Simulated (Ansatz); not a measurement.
BeCl2, triplet, at a GFN2-xTB geometry (such geometries of metal compounds can be far from the true shape) (a higher spin typed on purpose: for a closed-shell molecule this is an excited state); BHLYP/def2-SVPD run with Ansatz (an electronic-structure program).

Input for Ansatz:
Ansatz 0.2 input:
```yaml
crystal:
  periodic: [false, false, false]
  atoms:
    - {symbol: Be, position_ang: [0.85852233, -0.70764012, 0.71422992]}
    - {symbol: Cl, position_ang: [0.82809637, 0.31174954, -0.97443787]}
    - {symbol: Cl, position_ang: [-1.03010162, -0.14524598, 0.80638377]}
basis:
  gaussian:
    orbitals: def2-SVPD
hamiltonian:
  xc: {name: BHLYP}
magnetization: {spin_polarized: true, initial_magnetization: 2}
```

It wrote (shortened):

```
Functional definition: BHLYP
644 factors; integrals over basis functions are off by at most 2.8e-4 eV
mean field evaluation 1: about -25436.9207 eV, gradient 6.1e0 eV
mean field evaluation 2: about -25437.3272 eV, gradient 3.1e0 eV
mean field evaluation 4: about -25437.3945 eV, gradient 9.4e-1 eV
mean field evaluation 8: about -25437.6071 eV, gradient 1.0e-1 eV
mean field evaluation 16: about -25437.6073 eV, gradient 2.5e-4 eV
mean field -25437.60734205 eV, -934.8148275906 hartree, gradient 3.1e-5 eV, S^2 2.007293; 1 other end points of the search recorded, 0 dependent functions left out
reference -25437.60748107 eV, -934.8148326998 hartree; 20, 18 occupied and 46, 48 virtual orbitals, 644 factors
Total energy: -25437.60748107 eV, -934.8148326998 hartree
```
